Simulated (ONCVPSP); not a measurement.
## Logarithmic derivatives: Sr (Z = 38), ONCV

* Element: strontium (Sr)
* Generator: ONCVPSP 4.0.1
* Type: optimised norm-conserving Vanderbilt (ONCV)
* Functional: LDA (Perdew-Wang 92)
* Relativity: fully relativistic
* Frozen core: [Ar] 3d10
* Valence charge: 10
* Reference configuration: 4s2 4p6 5s1.5 5p0.5
* Partial waves: 4s+5s: rc 2.05 bohr, ncon 4, nbas 8, qcut 5.4 1/bohr, 2 projectors; 4p+5p: rc 2.25 bohr, ncon 5, nbas 9, qcut 6.5 1/bohr, 3 projectors, debl 1 Ha; d scattering state at 0.17 Ha: rc 2.35 bohr, ncon 4, nbas 8, qcut 3.9 1/bohr, 1 projector
* Local potential: polynomial inside 1.85 bohr (lpopt 4, dvloc0 1 Ha)
* Core correction: Teter function, fcfact 5, rcfact 1.5

Open shells are filled in proportion to 2j + 1.

In the d channel the program set the typed energies aside and used 0.050 Ha (j = l + 1/2; the other j can differ).

The phase is arctan(r·R′/R) of the radial function R(r), unwrapped; energies in Ha, scanned from -3 to 5 Ha. A pole is an energy at which the radial function vanishes at the test radius. The pseudo phase is shifted by a multiple of π to meet the all-electron one at the reference energy, and phase errors are pseudo minus all-electron; the curves can meet again beyond the range given. Levels narrower than the energy grid can be missing from the lists of poles.

| channel | radius (bohr) | reference energy (Ha) | poles, all-electron | poles, pseudo | unbroken range about the reference energy with phases within 0.05 rad | phase error 1 Ha above the reference energy (rad) |
| --- | --- | --- | --- | --- | --- | --- |
| s | 2.08 | -0.15 | -1.16, 4.58 | -1.16, 4.29 | the whole range | -0.004 |
| p3/2 | 2.29 | -0.06 | -0.49, 4.03 | -0.49, 4.03 | the whole range | +0.000 |
| p1/2 | 2.29 | -0.06 | -0.56, 3.92 | -0.56, 3.92 | the whole range | +0.000 |
| d5/2 | 2.39 | 0.05 | 0.72, 4.67 | 0.73 | below 1.5 | +0.013 |
| d3/2 | 2.39 | 0.05 | 0.70, 4.65 | 0.73 | below 1.5 | +0.017 |

Phases in the d3/2 channel:

| E (Ha) | all-electron | pseudo |
| --- | --- | --- |
| -2.98 | 1.355 | 1.355 |
| -2.76 | 1.344 | 1.344 |
| -2.54 | 1.331 | 1.331 |
| -2.32 | 1.315 | 1.316 |
| -2.10 | 1.297 | 1.297 |
| -1.88 | 1.274 | 1.274 |
| -1.66 | 1.245 | 1.245 |
| -1.44 | 1.206 | 1.207 |
| -1.22 | 1.151 | 1.153 |
| -1.00 | 1.069 | 1.071 |
| -0.78 | 0.929 | 0.932 |
| -0.56 | 0.652 | 0.656 |
| -0.34 | 0.042 | 0.045 |
| -0.12 | -0.752 | -0.752 |
| 0.10 | -1.181 | -1.180 |
| 0.32 | -1.385 | -1.383 |
| 0.54 | -1.505 | -1.500 |
| 0.76 | -1.590 | -1.582 |
| 0.98 | -1.664 | -1.650 |
| 1.20 | -1.739 | -1.715 |
| 1.42 | -1.831 | -1.788 |
| 1.64 | -1.969 | -1.883 |
| 1.86 | -2.224 | -2.028 |
| 2.08 | -2.802 | -2.294 |
| 2.30 | -3.659 | -2.843 |
| 2.52 | -4.130 | -3.604 |
| 2.74 | -4.339 | -4.065 |
| 2.96 | -4.450 | -4.285 |
| 3.18 | -4.520 | -4.406 |
| 3.40 | -4.568 | -4.481 |
| 3.62 | -4.605 | -4.533 |
| 3.84 | -4.634 | -4.572 |
| 4.06 | -4.658 | -4.602 |
| 4.28 | -4.680 | -4.627 |
| 4.50 | -4.699 | -4.649 |
| 4.72 | -4.718 | -4.667 |
| 4.94 | -4.736 | -4.684 |
